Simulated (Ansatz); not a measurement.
The pair A = H4Sn (SMILES [SnH4]) (first 5 atoms), B = CH4 (SMILES C); geometry from B3LYP-D3(BJ)/def2-TZVP.
(charge 0, multiplicity 1):
```json
[
 {"atom": "Sn", "x (Å)": "0.1336", "y (Å)": "0.1521", "z (Å)": "-0.0877"},
 {"atom": "H", "x (Å)": "-1.2914", "y (Å)": "0.9323", "z (Å)": "0.4394"},
 {"atom": "H", "x (Å)": "0.0729", "y (Å)": "-1.5006", "z (Å)": "0.3389"},
 {"atom": "H", "x (Å)": "0.2617", "y (Å)": "0.2942", "z (Å)": "-1.7866"},
 {"atom": "H", "x (Å)": "1.4919", "y (Å)": "0.8835", "z (Å)": "0.6450"},
 {"atom": "C", "x (Å)": "-0.1323", "y (Å)": "-0.1510", "z (Å)": "3.7904"},
 {"atom": "H", "x (Å)": "0.8442", "y (Å)": "0.2613", "z (Å)": "3.5399"},
 {"atom": "H", "x (Å)": "-0.2186", "y (Å)": "-0.2470", "z (Å)": "4.8718"},
 {"atom": "H", "x (Å)": "-0.9131", "y (Å)": "0.5132", "z (Å)": "3.4223"},
 {"atom": "H", "x (Å)": "-0.2420", "y (Å)": "-1.1321", "z (Å)": "3.3300"}
]
```

Correlated levels freeze the cores. Filled d and f shells under p-block atoms count as core. MP2 and its Hartree–Fock in def2-QZVPPD are density fitted.

Programs: Ansatz (Gaussian basis) for Hartree–Fock, density functionals and correlated methods. Each number belongs to the level named beside it. In def2 rows elements past Kr take small-core potentials, without spin–orbit coupling.

The counterpoise-corrected interaction energy is E(AB) − E(A in the pair's basis) − E(B in the pair's basis). Total energies (hartree):

```
level                          AB  A in the pair's basis  B in the pair's basis
-------------------  ------------  ---------------------  ---------------------
HF/def2-TZVPPD       -255.8578957           -215.6444224            -40.2144496
MP2/def2-TZVPPD      -256.1870864           -215.7730920            -40.4128986
HF/def2-QZVPPD       -255.8620157           -215.6463157            -40.2166745
MP2/def2-QZVPPD      -256.2106310           -215.7829679            -40.4264350
CCSD(T)/def2-TZVPPD  -256.2460464           -215.8053649            -40.4395332
```

Question: Work out the counterpoise-corrected interaction energy at the basis-set limit: extrapolate the MP2 correlation part as X⁻³, take Hartree–Fock from the larger set, and add the CCSD(T) − MP2 difference of def2-TZVPPD.

Answer: 
1. Differences (1 hartree = 627.509 kcal/mol): HF/def2-TZVPPD 0.613; MP2/def2-TZVPPD -0.688; HF/def2-QZVPPD 0.612; MP2/def2-QZVPPD -0.771; CCSD(T)/def2-TZVPPD -0.721.
2. Correlation parts, MP2 less HF: -1.300 in def2-TZVPPD (X = 3), -1.382 in def2-QZVPPD (X = 4).
3. Limit (4³·(-1.382) − 3³·(-1.300))/(4³ − 3³) = -1.442; with HF/def2-QZVPPD it gives -0.830.
4. CCSD(T) less MP2 in def2-TZVPPD: -0.033.
Result: -0.86 kcal/mol, against -0.69 at MP2/def2-TZVPPD. It is an estimate of this method's limit, not of the exact value.

Ansatz is an electronic-structure program.
